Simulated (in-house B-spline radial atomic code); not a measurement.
Results of a calculation; reference values are marked as such.
# Building a PAW d channel for Tc, r_c = 1.54 bohr

Tc, [Kr] 4d5 5s2, non-relativistic PBE, spherical and spin-unpolarised, from a B-spline radial code for spherical atoms (atomic units; all potentials screened as in the neutral atom).

Two all-electron partial waves φ1, φ2 are integrated outwards at E1 = ε(4d) = -0.264768 and E2 = E1 + 1 hartree; φ1 is the bound orbital and φ2 has unit norm inside r_c = 1.5407 bohr. Smooth partners are polynomials, r^3(a0 + a1 r² + a2 r⁴ + a3 r⁶), matched to φ and three derivatives at r_c, with no condition on the norm. The local potential is -14.5733 + (14.389) r² + (-5.99648) r⁴ + (0.93159) r⁶ inside 1.2614 bohr and the all-electron one outside.

```json
{"wave": "1", "φ(r_c)": "0.768193", "φ'(r_c)": "-0.2827416", "a0": "1.499118", "a1": "-1.122392", "a2": "0.325834", "a3": "-0.03444886"}
{"wave": "2", "φ(r_c)": "0.5651224", "φ'(r_c)": "-2.005608", "a0": "2.658019", "a1": "-2.231622", "a2": "0.6634605", "a3": "-0.07062044"}
```

Inside r_c the overlaps are <φi φj> = [[0.50036, 0.69046], [0.69046, 1.00000]] and, for the smooth waves, [[0.42144, 0.54392], [0.54392, 0.73152]]. With χj = (Ej − T − V_local) applied to smooth wave j, the program's quadrature gives the matrix B_ij = <smooth i, χj> as [[0.06739, 0.01562], [0.16215, 0.14301]].

Task: Check the match of the first wave, and find the augmentation charges q_ij.

Result: At r_c the four terms are 5.48264, -9.74395, 6.71464, -1.68515, which sum to 0.7682, φ1(r_c) to rounding. q_ij is the all-electron overlap less the smooth one: [[0.07892, 0.14653], [0.14653, 0.26848]]. The smooth first wave has a norm of 0.4214 inside r_c against 0.5004, and q11 > 0 puts back the missing charge.

Task: B isn't symmetric. Show that D_ij = B_ij + Ej q_ij is.

Result: Integrating by parts gives B12 − B21 = (E1 − E2) q12: 0.01562 − (0.16215) = -0.14653, and −1 × (0.14653) = -0.14653. So D12 = 0.01562 + (0.735232)(0.14653) = 0.12336 and D21 = 0.16215 + (-0.264768)(0.14653) = 0.12336; D11 = 0.04650, D22 = 0.34040. The projectors, p = (B⁻¹)ᵀ χ, are dual to the smooth waves; det B = 0.0071.

Solving (T + V_local + Σ p D p) ψ = E (1 + Σ p q p) ψ in a sphere of 9 bohr gives these levels:

```tsv
all-electron	one projector	two projectors
-0.264757	-0.264757	-0.264757
0.109244	0.107718	0.109244
0.393576	0.379629	0.393576
0.834255	0.740085	0.834255
1.415820	1.080270	1.415820
```

Task: What does the second projector gain?

Result: With one projector the errors are 0.00, -1.53, -13.95, -94.17 millihartree, and the level at 1.0803 is out of step with the all-electron series: an extra state, or one far too low, so the pairing ends there. With two the errors are 0.00, 0.00, 0.00, 0.00, 0.00 millihartree. The scattering is exact at E1 and at E2 = 0.735, and over all levels compared the largest error is under 0.01 millihartree. The lowest eigenvalue of the overlap operator is 1 with one and 0.938 with two projectors. The smooth orbital alone needs a cutoff of 22.6 hartree for 1 millihartree of kinetic energy, against 23.7 for a norm-conserving Troullier-Martins orbital of the same radius.
